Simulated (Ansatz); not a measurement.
(H3Ge)2O (Ge2OH6). Total charge 0; singlet. Geometry r2SCAN-D4/def2-SVP, basis def2-TZVP, Ansatz.

```csv
run,HOMO (eV),LUMO (eV)
A,-8.19,-0.25
B,-6.70,-1.14
C,-10.50,1.56
D,-6.79,-1.43
E,-7.60,-0.52
F,-7.95,-0.49
```

B3LYP takes the VWN-RPA correlation.

Q: The runs used B3LYP, LDA (SPW92), PBE, PBE0, r2SCANh, ωB97M-V. Estimate which is which.

A: A PBE0 (25 % exact exchange); B PBE (0 % exact exchange); C ωB97M-V (range-separated); D LDA (SPW92) (0 % exact exchange); E r2SCANh (10 % exact exchange); F B3LYP (20 % exact exchange). Exact exchange lowers occupied and raises empty levels; among semilocal functionals meta-GGAs tend to open the gap a little, and such runs are hard to tell apart. The gap grows from 5.35 eV (LDA (SPW92)) to 12.06 eV (ωB97M-V).
